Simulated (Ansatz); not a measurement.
Energy difference R1 + R2 → P1 + P2, each structure at its B3LYP-D3(BJ)/def2-TZVP stationary point, reached from a drawn start (curvature not checked).
R1: C2H6 (SMILES CC), charge 0, multiplicity 1.
P1: C2H5 (SMILES [CH2]C), charge 0, multiplicity 2.
R2: O atom, charge 0, multiplicity 3.
P2: OH (SMILES [OH]), charge 0, multiplicity 2.

P less R. No zero-point or thermal terms; singlets are restricted closed shells; open shells are unrestricted; no spin–orbit coupling.

Correlated levels freeze the cores.

The values were computed with Ansatz (Gaussian orbitals). No computed number here is a measurement.

PBE/def2-TZVPP gives -4.28 kcal/mol for the reaction energy.

**Question.** Predict the shift from PBE, with its sign, for: r2SCAN/def2-TZVPP, PBE0/def2-TZVPP, wB97M-V/def2-TZVPP, B2PLYP/def2-TZVPP, MP2/cc-pVQZ, CCSD(T)/cc-pVQZ.

**Answer.** r2SCAN/def2-TZVPP -0.45; PBE0/def2-TZVPP 4.00; wB97M-V/def2-TZVPP 5.89; B2PLYP/def2-TZVPP 5.51; MP2/cc-pVQZ 6.91; CCSD(T)/cc-pVQZ 7.42 kcal/mol. 5 of 6 lie above PBE; the widest gap is to CCSD(T)/cc-pVQZ.

Ansatz is an electronic-structure program.
